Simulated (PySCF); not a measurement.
**Question.** Write Cartesian coordinates for `[NH3+][BH2-]CC(F)F` as optimised with PBE0-D3(BJ)/def2-SVP.

**Answer.** 
```
atom  x, y, z in Å
N1     1.4605    0.4513    0.3378
B2     0.6798   -0.9567    0.0725
C3    -0.8017   -0.6331   -0.5354
C4    -1.4221    0.6421   -0.0581
F5    -1.2683    0.8064    1.2917
F6    -0.7770    1.7173   -0.6263
H7     2.4087    0.2757    0.6673
H8     1.5014    1.0386   -0.4963
H9     0.9616    0.9888    1.0506
H10    1.3842   -1.5865   -0.7081
H11    0.6444   -1.4847    1.1778
H12   -0.8088   -0.5807   -1.6373
H13   -1.4739   -1.4636   -0.2666
H14   -2.4968    0.7697   -0.2762
```

Orientation and origin are arbitrary. Atoms count from 1 in this order. B2 (four-coordinate boron) is distorted tetrahedral (angles from 103.8° to 113.3°). H9 on N1 lies 2.25 Å from F5, 5 bonds away (angle at H 121°; Bondi radii sum to 2.67 Å). N1 (nitrogen bonded to B and 3 H) is tetrahedral (angles from 106.7° to 112.5°). Of the pairs four or more bonds apart, those above aside, F6···H8 is among the closest relative to their van der Waals radii: 2.38 Å, 89 % of the sum of Bondi's values.

Bonds between heavy atoms (Å): N1–B2 1.632, B2–C3 1.634, C3–C4 1.496, C4–F5 1.368, C4–F6 1.377.

Computed, not measured: PySCF, PBE0-D3(BJ)/def2-SVP geometry optimisation, gas phase.

Point group: C1 (no symmetry element, even within 0.4 Å). Whether it is a minimum is left open (no frequencies). The numbers are those of one conformer (N1–B2–C3–C4 -32°, B2–C3–C4–F5 -44°).
